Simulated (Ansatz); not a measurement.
Wavefunction ladder for CH6FGeNSi, SMILES `N[C]1(F)[SiH2][GeH2]1`

| atom | x (Å) | y (Å) | z (Å) |
| --- | --- | --- | --- |
| N1 | -0.101 | 1.044 | -1.230 |
| C2 | 0.418 | -0.015 | -0.482 |
| F3 | 1.492 | -0.693 | -1.073 |
| Si4 | 0.504 | 0.299 | 1.398 |
| Ge5 | -1.015 | -1.140 | 0.394 |
| H6 | 0.535 | 1.822 | -1.348 |
| H7 | -0.507 | 0.774 | -2.116 |
| H8 | 1.645 | -0.343 | 2.093 |
| H9 | 0.213 | 1.671 | 1.882 |
| H10 | -0.733 | -2.642 | 0.473 |
| H11 | -2.450 | -0.777 | 0.010 |

Total charge 0; spin multiplicity 1. Correlated methods include outer-core shells of Ge, which these sets cover unevenly. Scalar relativity is left out up to krypton. All single points use the PBE0-D4/def2-TZVP geometry. It is one conformer, not always the lowest. Frozen core, restricted reference, Ansatz 0.2.0.

| basis | HF (Eh) | MP2 corr. |
| --- | --- | --- |
| def2-SVP | -2558.96379 | -0.81843 |
| def2-TZVPP | -2559.56631 | -1.00791 |
| def2-QZVPP | -2559.62559 | -1.33195 |

Question: Estimate the CCSD correlation energy and the (T) correction in each basis where they were run (hartree).

Answer: 
```
     basis  CCSD corr.       (T)
  def2-SVP    -0.85885  -0.02557
def2-TZVPP    -1.04194  -0.04146
```
